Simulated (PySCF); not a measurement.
Job file and geometry (Å, from GFN2-xTB) of an NMR shielding run on SMILES FCC1CC=CC1, C6H9F, GIAO PBE0/pcSseg-1 NMR shielding, non-relativistic, gas phase in PySCF 2.14.0, density-fitted response routines; density fitting, a coarse starting grid and PySCF grid level 2 are the driver's defaults:

```
{"job": {"kind": "nmr", "xc": "PBE0", "basis": "pcSseg-1"}, "charge": 0, "multiplicity": 1}
F      2.225729     1.561085    -0.379154
C      1.689726     0.294991    -0.344783
C      0.480268     0.245568     0.583529
C     -0.656807     1.131618     0.034878
C     -1.590610     0.153002    -0.609376
C     -1.288629    -1.096292    -0.304116
C     -0.099125    -1.182382     0.605851
H      2.489236    -0.369938    -0.000610
H      1.407862     0.042623    -1.372360
H      0.798792     0.573436     1.574806
H     -0.283326     1.876666    -0.669053
H     -1.167065     1.668366     0.838830
H     -2.409847     0.480513    -1.225410
H     -1.814163    -1.978879    -0.624287
H      0.626528    -1.924265     0.267339
H     -0.416170    -1.467168     1.612506
```

Q: Write the output of this run.

A: 
```
coarse grid: 13184 points
cycle   1  E = -333.3531429875  dE =  8.995e-01  |g| = 5.210e-01  |ddm| = 3.458e+00
cycle   2  E = -333.3311364506  dE =  2.201e-02  |g| = 6.651e-01  |ddm| = 9.025e-01
cycle   3  E = -333.4082393262  dE = -7.710e-02  |g| = 5.301e-02  |ddm| = 5.101e-01
cycle   4  E = -333.4085893460  dE = -3.500e-04  |g| = 2.919e-02  |ddm| = 5.453e-02
cycle   5  E = -333.4087707349  dE = -1.814e-04  |g| = 6.548e-03  |ddm| = 2.997e-02
cycle   6  E = -333.4087784652  dE = -7.730e-06  |g| = 2.972e-03  |ddm| = 7.592e-03
final grid: 127200 points
cycle   7  E = -333.4581115931  dE = -3.665e-05  |g| = 8.979e-03  |ddm| = 3.245e-02
cycle   8  E = -333.4580910829  dE =  2.051e-05  |g| = 1.302e-02  |ddm| = 1.868e-02
cycle   9  E = -333.4581316040  dE = -4.052e-05  |g| = 1.495e-03  |ddm| = 1.128e-02
cycle  10  E = -333.4581321248  dE = -5.208e-07  |g| = 3.440e-04  |ddm| = 1.502e-03
cycle  11  E = -333.4581321518  dE = -2.699e-08  |g| = 1.110e-04  |ddm| = 3.989e-04
cycle  12  E = -333.4581321539  dE = -2.111e-09  |g| = 2.988e-05  |ddm| = 9.247e-05
cycle  13  E = -333.4581321540  dE = -1.468e-10  |g| = 6.375e-06  |ddm| = 2.718e-05
converged SCF energy = -333.4581321540

GIAO shielding tensors (ppm)
atom      isotropic    diamagn.    paramagn.     s11        s22        s33       span
  0 F      416.347     471.878     -55.531    376.302    410.496    462.244     85.942
  1 C       97.715     242.871    -145.156     58.084     82.415    152.645     94.561
  2 C      147.325     246.606     -99.281    125.790    151.051    165.133     39.343
  3 C      147.123     247.079     -99.955    127.669    146.066    167.635     39.966
  4 C       49.303     254.287    -204.984    -60.348     65.840    142.416    202.764
  5 C       50.527     254.506    -203.978    -58.022     67.593    142.011    200.033
  6 C      149.394     247.713     -98.319    125.108    153.641    169.434     44.326
  7 H       27.234      28.919      -1.685     22.369     28.845     30.489      8.120
  8 H       27.530      29.458      -1.928     22.909     29.577     30.104      7.195
  9 H       29.096      31.296      -2.200     26.179     26.520     34.588      8.409
 10 H       29.036      30.289      -1.253     24.180     28.850     34.078      9.898
 11 H       28.992      29.818      -0.826     24.637     26.841     35.498     10.861
 12 H       25.812      30.665      -4.854     24.287     25.499     27.649      3.362
 13 H       25.906      30.714      -4.808     24.325     25.536     27.857      3.532
 14 H       29.970      30.833      -0.863     25.610     28.803     35.496      9.886
 15 H       29.009      29.854      -0.845     24.470     26.863     35.693     11.224
```

Q: Turn these shieldings into chemical shifts. References, each an isolated molecule treated in the same way: CFCl3 for $^{19}$F (σref 170.95); $^{13}$C (σref 186.93) and $^{1}$H (σref 31.72) vs TMS.

A: Averaging equivalent atoms: F 0: -245.4; C 4/5: 137.0; C 1: 89.2; C 2: 39.6; C 3/6: 38.7; H 12/13: 5.86; H 7/8: 4.33; H 11/15: 2.72; H 9: 2.62; H 10/14: 2.21 ppm. Unscaled 19F shifts against computed CFCl3 carry errors that often reach 10 to 50 ppm.

Size and cost of the density-fitted run: 164 basis functions, 18 s wall time on 1 thread of an Arm Neoverse V2, shared host.
